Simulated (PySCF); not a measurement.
## Computed vibrations of [Yb(H2O)3]2+

[Yb(H2O)3]2+ (singlet in the valence; each metal's 4f electrons, 14 of them, lie in its core potential, out of spins and levels). PySCF 2.14.0, RKS BP86, Yb lcecp-0-SVP with ECP60, O def2-SVP, H def2-SVP; non-relativistic Hamiltonian with scalar-relativistic core potentials where named; density fitting; no spin-orbit coupling. Central differences of gradients.

```xyz
10

Yb    0.0000    0.0000    0.0000
O     2.4074    0.0000    0.0000
H     3.0173    0.5981    0.4901
H     3.0173   -0.5982   -0.4901
O    -1.2037    2.0849    0.0000
H    -2.0267    2.3140    0.4901
H    -0.9906    2.9122   -0.4901
O    -1.2037   -2.0848    0.0000
H    -0.9906   -2.9121    0.4901
H    -2.0267   -2.3139   -0.4901
```

Run from Python with OMP_NUM_THREADS=2. Where DIIS fails, smearing, a level shift and second-order steps follow.
It took 48 s on 2 threads of Arm Neoverse V2, on a shared host.

Question: What are the harmonic wavenumbers and infrared intensities?

Answer: Modes are labelled in D3; negative numbers are unstable modes, those under 60 cm⁻¹ near the noise; a finer grid moves soft modes by up to 10 cm⁻¹.
```
cm⁻¹  km/mol  symmetry
 -18       –        a2
  14     0.8         e
  14     0.8         e
  35     2.3         e
  35     2.3         e
 122     0.0        a1
 298     0.0        a1
 308     6.0         e
 308     6.0         e
 489   126.5        a2
 498    95.5         e
 498    95.5         e
 518   532.9        a2
 520   169.6         e
 520   169.6         e
1631   141.8         e
1631   141.8         e
1633     0.0        a1
3606   299.9         e
3606   299.9         e
3611     0.0        a1
3662   292.6        a2
3663   214.5         e
3663   214.5         e
```

Question: Is this a minimum?

Answer: Yes, within the noise of the softest modes. 

An lcecp potential fixes the number of 4f electrons, so in runs with it no electron can move into or out of that shell.
